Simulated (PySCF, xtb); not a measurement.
dichloro(silylmethyl)silane (CH6Cl2Si2), SMILES C([SiH3])[SiH](Cl)Cl.

GFN2-xTB (xtb 6.7.1) at its own geometry gives an orbital gap of 5.65 eV and a dipole moment of 2.18 D.

Coordinates come from a r2SCAN-D4/def2-SVP optimisation. One conformer was computed; it need not be the lowest.

Problem. What does PBE/def2-TZVP (PySCF) give? (An estimate is asked for; the answer gives what the named calculation found.)

Solution. gap 6.83 eV (levels -7.51 and -0.68 eV), dipole 2.02 D.
